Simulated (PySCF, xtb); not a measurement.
Sn(Cl)(NMe2) (C₂H₆ClNSn), SMILES C[N](C)[Sn][Cl] (connectivity only; charge and spin as stated), neutral, multiplicity 1. One conformer was computed; it need not be the lowest.

Harmonic wavenumbers (cm⁻¹) from GFN2-xTB (xtb) at its own minimum, in rising order: 65, 100, 177, 207, 228, 289, 311, 324, 487, 972, 1048, 1083, 1121, 1168, 1230, 1408, 1419, 1464, 1474, 1492, 1504, 2896, 2901, 2921, 2928, 2953, 3021.

### Question
What does PBE0-D3(BJ)/def2-SVP run with PySCF give at its own minimum? (Estimate from the structure and the level; the computed values follow.)

### Answer
82, 137, 198, 248, 251, 301, 311, 344, 531, 1004, 1084, 1102, 1150, 1261, 1280, 1423, 1440, 1448, 1464, 1469, 1494, 2983, 2989, 3046, 3054, 3100, 3159. Paired by order, the mean absolute difference is 47 cm⁻¹ and the zero-point energies are 50.3 and 52.0 kcal/mol.
